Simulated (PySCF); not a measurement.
HgI₂, SMILES [Hg]([I])[I].

Geometry optimised at PBE0-D3(BJ)/def2-SVP. The isomer is the one that the SMILES or the coordinates give; other isomers of the formula were not compared. The def2 effective core potentials stand for the cores of Hg, I; spin–orbit coupling is left out.

Computed with TDDFT-PBE0/def2-SVPD (PySCF 2.14.0).

Vertical excitations; the highest root listed may be one member of a degenerate set. Isolated molecule, no solvent. State labels are in the subgroup D2h.

```csv
state,symmetry,energy (eV),λ (nm),f,main pairs
S1,B2g,3.63,342,0.000,HOMO−1→LUMO (degenerate set)
S2,B3g,3.63,342,0.000,HOMO→LUMO (degenerate set)
S3,B3u,4.03,308,0.009,HOMO−2→LUMO (degenerate set)
S4,B2u,4.03,308,0.009,HOMO−3→LUMO (degenerate set)
S5,B1u,5.45,228,0.191,"HOMO−4→LUMO 52 %, HOMO→LUMO+1 24 %, HOMO−1→LUMO+2 24 %"
S6,Au,5.76,215,0.000,"HOMO−1→LUMO+1 50 %, HOMO→LUMO+2 50 %"
S7,Au,5.78,215,0.000,"HOMO→LUMO+2, HOMO−1→LUMO+1 (degenerate set)"
S8,B1u,5.78,215,0.000,"HOMO−1→LUMO+2, HOMO→LUMO+1 (degenerate set)"
S9,B1g,6.14,202,0.000,"HOMO−2→LUMO+1 50 %, HOMO−3→LUMO+2 50 %"
S10,B1g,6.18,201,0.000,"HOMO−3→LUMO+2 50 %, HOMO−2→LUMO+1 50 %"
T1,B2g,3.25,382,0,HOMO−1→LUMO (degenerate set)
T2,B3g,3.25,382,0,HOMO→LUMO (degenerate set)
T3,B3u,3.63,341,0,HOMO−2→LUMO (degenerate set)
T4,B2u,3.63,341,0,HOMO−3→LUMO (degenerate set)
```
Triplets are in the Tamm–Dancoff approximation, which puts them higher than full response would, so one can lie above its singlet here.
